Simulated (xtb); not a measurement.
Be(F)(NMe2) (C2H6BeFN), SMILES C[N](C)[Be][F]. All values are semi-empirical tight-binding results from xtb (GFN2-xTB unless named), good for trends rather than for accurate numbers. The structure is a stationary point at GFN2-xTB. The structure was generated by enumeration; whether it is a known compound was not checked. The values are those of a single conformer.

For metal compounds this method's bond lengths and energies can be far off.

Computed properties:
| Quantity | Result |
|---|---|
| point group as xtb finds it | C2v |
| orbital gap | 5.30 eV |
| zero-point energy | 52.6 kcal/mol |
| G − E(el) at 298.15 K (modified RRHO) | 34.1 kcal/mol |

**Question.** Give the IR lines (harmonic; lines under 4 % of the strongest left out, lines within 3 cm⁻¹ merged). (Estimate from the structure and the level; the computed values follow.)

**Answer.** ν (cm⁻¹): 168 (w), 239 (m), 281 (s), 344 (m), 1173 (m), 1212 (m), 1408 (vs), 1439 (s), 1511 (m), 2884 (s), 2910 (w), 2919 (s), 3026 (m) (against the strongest line: vs over 80 %, s over 45 %, m over 15 %, w over 4 %, vw less)
